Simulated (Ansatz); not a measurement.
# Nudged elastic band run: AlH$_{7}$N$_{2}$O

The input (input.yaml):

```yaml
crystal:
  periodic: [false, false, false]
  atoms:
    - { symbol: Al, position_ang: [0.15768, -0.239007, 0.171423] }
    - { symbol: "N", position_ang: [0.196692, -0.138347, 2.034921] }
    - { symbol: H, position_ang: [-0.61887, 0.255398, 2.497157] }
    - { symbol: H, position_ang: [1.015231, 0.250093, 2.496571] }
    - { symbol: "N", position_ang: [1.604081, 0.341933, -0.715384] }
    - { symbol: H, position_ang: [2.523273, 0.472385, -0.311908] }
    - { symbol: H, position_ang: [1.672296, 0.351129, -1.725523] }
    - { symbol: H, position_ang: [-1.270178, -0.15276, -0.532482] }
    - { symbol: O, position_ang: [0.226549, -2.250059, 0.566094] }
    - { symbol: H, position_ang: [-0.613172, -2.695602, 0.364433] }
    - { symbol: H, position_ang: [0.184818, -1.938364, 1.523997] }
basis:
  gaussian: { orbitals: "6-31G*" }
hamiltonian:
  xc: b3lyp
  dispersion: d4
neb:
  order_check: false
  images: 9
  f_tol: 0.03
  max_iterations: 60
  final_atoms:
    - { symbol: Al, position_ang: [0.06463634, -0.60643016, 0.05322985] }
    - { symbol: "N", position_ang: [0.15364884, -0.22064317, 2.06968238] }
    - { symbol: H, position_ang: [-0.67736355, 0.24705769, 2.42960398] }
    - { symbol: H, position_ang: [0.96856593, 0.35658748, 2.27558692] }
    - { symbol: "N", position_ang: [1.5750855, 0.16481722, -0.59394207] }
    - { symbol: H, position_ang: [2.46320867, -0.31693061, -0.68005911] }
    - { symbol: H, position_ang: [1.51564133, 0.87411191, -1.3164406] }
    - { symbol: H, position_ang: [-1.28250859, 0.14160279, -0.3894503] }
    - { symbol: O, position_ang: [0.05827828, -2.33120554, 0.36788191] }
    - { symbol: H, position_ang: [-0.01293893, -2.93003465, -0.38540688] }
    - { symbol: H, position_ang: [0.25214618, -1.12213395, 2.53861294] }
  initial_path:
    images:
      - { positions_ang: [[0.15768, -0.239007, 0.171423], [0.196692, -0.138347, 2.034921], [-0.61887, 0.255398, 2.497157], [1.015231, 0.250093, 2.496571], [1.604081, 0.341933, -0.715384], [2.523273, 0.472385, -0.311908], [1.672296, 0.351129, -1.725523], [-1.270178, -0.15276, -0.532482], [0.226549, -2.250059, 0.566094], [-0.613172, -2.695602, 0.364433], [0.184818, -1.938364, 1.523997]] }
      - { positions_ang: [[0.12115434, -0.19373873, 0.13898254], [0.15713821, -0.11691257, 2.08374074], [-0.66747335, 0.1365335, 2.56084763], [0.98636076, 0.25366075, 2.55772388], [1.60855281, 0.28483444, -0.76584087], [2.44337845, 0.20959676, -0.49593522], [1.74600377, 0.47942133, -1.62894185], [-1.2927749, -0.13342724, -0.57736925], [0.27921927, -2.18511084, 0.58170866], [-0.51513281, -2.67666802, 0.33363941], [0.21197345, -1.80139039, 1.58074333]] }
      - { positions_ang: [[0.08462868, -0.14847045, 0.10654208], [0.11758442, -0.09547814, 2.13256048], [-0.7160767, 0.01766899, 2.62453826], [0.95749053, 0.25722851, 2.61887676], [1.61302462, 0.22773588, -0.81629774], [2.36348389, -0.05319148, -0.67996245], [1.81971155, 0.60771366, -1.5323607], [-1.31537181, -0.11409448, -0.62225651], [0.33188954, -2.12016267, 0.59732332], [-0.41709362, -2.65773404, 0.30284582], [0.23912889, -1.66441678, 1.63748966]] }
      - { positions_ang: [[0.04810302, -0.10320218, 0.07410162], [0.07803063, -0.07404371, 2.18138022], [-0.76468005, -0.10119551, 2.6882289], [0.92862029, 0.26079626, 2.68002964], [1.61749643, 0.17063732, -0.8667546], [2.28358934, -0.31597971, -0.86398967], [1.89341932, 0.73600598, -1.43577955], [-1.33796871, -0.09476171, -0.66714376], [0.38455981, -2.05521451, 0.61293798], [-0.31905442, -2.63880006, 0.27205224], [0.26628434, -1.52744317, 1.694236]] }
      - { positions_ang: [[0.01157736, -0.0579339, 0.04166115], [0.03847684, -0.05260927, 2.23019997], [-0.8132834, -0.22006002, 2.75191953], [0.89975005, 0.26436401, 2.74118252], [1.62196825, 0.11353876, -0.91721147], [2.20369479, -0.57876795, -1.04801689], [1.96712709, 0.86429831, -1.3391984], [-1.36056561, -0.07542895, -0.71203102], [0.43723008, -1.99026634, 0.62855263], [-0.22101523, -2.61986608, 0.24125865], [0.29343978, -1.39046956, 1.75098233]] }
      - { positions_ang: [[-0.0249483, -0.01266563, 0.00922069], [-0.00107695, -0.03117484, 2.27901971], [-0.86188675, -0.33892452, 2.81561016], [0.87087982, 0.26793177, 2.8023354], [1.62644006, 0.0564402, -0.96766834], [2.12380024, -0.84155619, -1.23204411], [2.04083487, 0.99259064, -1.24261724], [-1.38316252, -0.05609619, -0.75691827], [0.48990035, -1.92531818, 0.64416729], [-0.12297604, -2.6009321, 0.21046506], [0.32059523, -1.25349595, 1.80772866]] }
      - { positions_ang: [[-0.00703137, -0.13141853, 0.01802252], [0.02986821, -0.06906851, 2.23715224], [-0.82498211, -0.22172808, 2.73840892], [0.89041704, 0.28566291, 2.6969857], [1.61616914, 0.0781156, -0.89292309], [2.19168192, -0.73663107, -1.12164711], [1.93579616, 0.96889489, -1.25738192], [-1.36303173, -0.01655639, -0.68342468], [0.40357593, -2.00649565, 0.58891022], [-0.10096862, -2.66675261, 0.09129067], [0.30690542, -1.22722355, 1.95390552]] }
      - { positions_ang: [[0.01088556, -0.25017144, 0.02682435], [0.06081336, -0.10696217, 2.19528478], [-0.78807747, -0.10453164, 2.66120769], [0.90995426, 0.30339405, 2.59163601], [1.60589823, 0.09979101, -0.81817783], [2.25956361, -0.63170596, -1.01125011], [1.83075745, 0.94519915, -1.27214659], [-1.34290095, 0.0229834, -0.60993109], [0.31725152, -2.08767312, 0.53365314], [-0.0789612, -2.73257312, -0.02788372], [0.29321561, -1.20095115, 2.10008237]] }
      - { positions_ang: [[0.02880249, -0.36892435, 0.03562619], [0.09175852, -0.14485584, 2.15341731], [-0.75117283, 0.01266481, 2.58400645], [0.92949149, 0.32112519, 2.48628631], [1.59562732, 0.12146641, -0.74343258], [2.3274453, -0.52678084, -0.90085311], [1.72571875, 0.9215034, -1.28691126], [-1.32277016, 0.0625232, -0.53643749], [0.23092711, -2.1688506, 0.47839606], [-0.05695378, -2.79839363, -0.14705811], [0.2795258, -1.17467875, 2.24625923]] }
      - { positions_ang: [[0.04671941, -0.48767725, 0.04442802], [0.12270368, -0.1827495, 2.11154985], [-0.71426819, 0.12986125, 2.50680522], [0.94902871, 0.33885633, 2.38093661], [1.58535641, 0.14314181, -0.66868733], [2.39532698, -0.42185573, -0.79045611], [1.62068004, 0.89780766, -1.30167593], [-1.30263938, 0.10206299, -0.4629439], [0.1446027, -2.25002807, 0.42313899], [-0.03494635, -2.86421414, -0.2662325], [0.26583599, -1.14840635, 2.39243608]] }
      - { positions_ang: [[0.06463634, -0.60643016, 0.05322985], [0.15364884, -0.22064317, 2.06968238], [-0.67736355, 0.24705769, 2.42960398], [0.96856593, 0.35658748, 2.27558692], [1.5750855, 0.16481722, -0.59394207], [2.46320867, -0.31693061, -0.68005911], [1.51564133, 0.87411191, -1.3164406], [-1.28250859, 0.14160279, -0.3894503], [0.05827828, -2.33120554, 0.36788191], [-0.01293893, -2.93003465, -0.38540688], [0.25214618, -1.12213395, 2.53861294]] }
```

Launched with:

```bash
$ ansatz run input.yaml --threads 1 --pin off --max-ram 2048MiB --backend cpu --events-out ev --progress --plain --runs-dir out
```

Output, in part (warnings, iteration lines, the closing report on the highest movable image, with atoms numbered from 0):

```
NEB end point (image 0): max|allowed force component| = 1.317e-2 eV/Å (the criterion of neb.relax_end_points is 1.000e-2)
NEB end point (image 10): max|allowed force component| = 1.478e-2 eV/Å (the criterion of neb.relax_end_points is 1.000e-2)
NEB iter   1: max|band force component| = 1.827e1 eV/Å  barrier→ = 3.2251 eV  barrier← = 4.2067 eV  Δτ_max = 0.2000 Å  (272 SCF iters)
NEB iter   2: max|band force component| = 1.896e0 eV/Å  barrier→ = 0.3828 eV  barrier← = 1.3644 eV  Δτ_max = 0.2000 Å  (242 SCF iters)
NEB iter   3: max|band force component| = 1.280e0 eV/Å  barrier→ = 0.1184 eV  barrier← = 1.0999 eV  Δτ_max = 0.2000 Å  (232 SCF iters)
NEB iter   4: max|band force component| = 1.128e0 eV/Å  barrier→ = 0.0710 eV  barrier← = 1.0525 eV  Δτ_max = 0.2000 Å  (232 SCF iters)
NEB iter   5: max|band force component| = 2.853e0 eV/Å  barrier→ = 0.0605 eV  barrier← = 1.0420 eV  Δτ_max = 0.0999 Å  (233 SCF iters)
NEB iter   6: max|band force component| = 8.727e-1 eV/Å  barrier→ = 0.0498 eV  barrier← = 1.0313 eV  Δτ_max = 0.1985 Å  (231 SCF iters)
NEB iter   7: max|band force component| = 4.523e-1 eV/Å  barrier→ = 0.0372 eV  barrier← = 1.0187 eV  CI = image 2  Δτ_max = 0.1977 Å  (230 SCF iters)
NEB iter   8: max|band force component| = 4.533e-1 eV/Å  barrier→ = 0.0620 eV  barrier← = 1.0435 eV  CI = image 2  Δτ_max = 0.0965 Å  (233 SCF iters)
NEB iter   9: max|band force component| = 5.002e-1 eV/Å  barrier→ = 0.0634 eV  barrier← = 1.0449 eV  CI = image 2  Δτ_max = 0.0483 Å  (222 SCF iters)
NEB iter  10: max|band force component| = 2.430e-1 eV/Å  barrier→ = 0.0628 eV  barrier← = 1.0443 eV  CI = image 2  Δτ_max = 0.0270 Å  (226 SCF iters)
NEB iter  11: max|band force component| = 4.570e-2 eV/Å  barrier→ = 0.0612 eV  barrier← = 1.0427 eV  CI = image 2  Δτ_max = 0.0866 Å  (223 SCF iters)
NEB iter  12: max|band force component| = 5.597e-2 eV/Å  barrier→ = 0.0597 eV  barrier← = 1.0412 eV  CI = image 2  Δτ_max = 0.0434 Å  (216 SCF iters)
NEB iter  13: max|band force component| = 4.960e-2 eV/Å  barrier→ = 0.0591 eV  barrier← = 1.0406 eV  CI = image 2  Δτ_max = 0.0433 Å  (221 SCF iters)
NEB iter  14: max|band force component| = 3.037e-2 eV/Å  barrier→ = 0.0588 eV  barrier← = 1.0403 eV  CI = image 2  Δτ_max = 0.0119 Å  (226 SCF iters)
NEB iter  15: max|band force component| = 2.576e-2 eV/Å  barrier→ = 0.0587 eV  barrier← = 1.0402 eV  CI = image 2  Δτ_max = 0.0000 Å  (427 SCF iters)
Total energy: -11740.38444326 eV, -431.4511703713 hartree
Atom 0 at     0.158236    -0.298256     0.092616 Å, force    -0.003724     0.006626     0.000129 eV/Å
Atom 1 at     0.183485    -0.237744     2.019043 Å, force     0.002248    -0.001346    -0.009681 eV/Å
Atom 2 at    -0.638172     0.126491     2.495186 Å, force    -0.000873    -0.002776    -0.004010 eV/Å
Atom 3 at     1.004694     0.105877     2.511200 Å, force     0.000642    -0.001764    -0.000242 eV/Å
Atom 4 at     1.617071     0.337212    -0.734391 Å, force    -0.004381     0.001050    -0.000896 eV/Å
Atom 5 at     2.568331     0.256517    -0.397457 Å, force     0.003895    -0.001664     0.000818 eV/Å
Atom 6 at     1.627022     0.538022    -1.726881 Å, force     0.001816    -0.000071    -0.001021 eV/Å
Atom 7 at    -1.266946    -0.050143    -0.572025 Å, force    -0.000710    -0.000490     0.000210 eV/Å
Atom 8 at     0.228252    -2.183069     0.621041 Å, force     0.002547     0.007014    -0.001395 eV/Å
Atom 9 at    -0.564819    -2.714925     0.449541 Å, force     0.002237     0.005280     0.003259 eV/Å
Atom 10 at     0.161245    -1.623183     1.611424 Å, force    -0.003697    -0.011859     0.012829 eV/Å
Dipole moment:    -0.029371    -0.179921     0.344920 e Å
```

It converged. A vibrational analysis at the climbing image gives one clearly imaginary mode, 764i cm⁻¹: a first-order saddle point. The orbitals stay closed-shell, which can raise the energy where a bond breaks towards radicals; this wasn't checked here.

Final band (atoms are numbered from 1 in the order of the input):

```
image  path coordinate (Å)  energy (kcal/mol)  O9–H11 (Å)  N2–H11 (Å)
    0                 0.00                0.0        1.01        1.87
    1                 0.29                0.2        1.03        1.73
    2                 0.58                1.4        1.14        1.44
    3                 0.86               -4.6        1.42        1.18
    4                 1.13              -13.7        1.73        1.05
    5                 1.41              -17.2        1.99        1.03
    6                 1.69              -19.2        2.15        1.02
    7                 1.96              -20.6        2.25        1.02
    8                 2.24              -21.7        2.34        1.02
    9                 2.51              -22.4        2.42        1.02
   10                 2.79              -22.6        2.49        1.02
```

Run time: 4.2 min on 1 thread of AMD EPYC 9R45 96-Core Processor (Zen 5) (shared host), peak memory 0.17 GiB.
